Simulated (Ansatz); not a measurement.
C2H3AlF2O (`C=[C](O)[Al]([F])[F]`), charge 0, multiplicity 1.

Q: Give a relaxed structure at PBE0-D4/def2-TZVP (Ansatz). (Best estimate.)

A: Computed: 
Z-matrix (Å, degrees):
```
C
C 1 1.336
H 1 1.083 2 120.2
H 1 1.087 2 121.9 3 180.0
O 2 1.366 1 119.2 3 -180.0
Al 2 1.929 1 117.7 3 -0.0
H 5 0.960 2 110.3 1 180.0
F 6 1.644 2 117.8 1 -180.0
F 6 1.638 2 122.5 1 0.0
```
Point group Cs.
This is one stationary point; other conformers may exist.
